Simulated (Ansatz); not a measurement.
A structure relaxed at PBE-D4/def2-SVP in Ansatz, charge 0, singlet:

```xyz
9

Ti    0.7108    1.2119   -0.7974
Cl    2.7142    0.4503   -0.3696
Cl   -0.2082    0.0302   -2.3939
Cl    0.7604    3.3320   -1.2695
S    -0.5905    1.0163    1.0309
Si   -0.8083   -1.1559    0.9461
H    -0.9933   -1.6046    2.3668
H    -2.0112   -1.4953    0.1171
H     0.4260   -1.7848    0.3694
```

(1) Give its formula, name or SMILES.

(2) Summarise the bond lengths by kind (pairs closer than 1.2 times the sum of covalent radii, bridged metal pairs left out).

Answers

(1) (Cl)3Ti-S-SiH3 (TiSiH₃SCl₃).

(2) 3 × Cl–Ti 2.17 to 2.19 Å; 1 × S–Ti 2.25 Å; 1 × S–Si 2.18 Å; 3 × H–Si 1.50 Å. The metal has 4 neighbours: Cl 2.19 Å, Cl 2.19 Å, Cl 2.17 Å, S 2.25 Å.
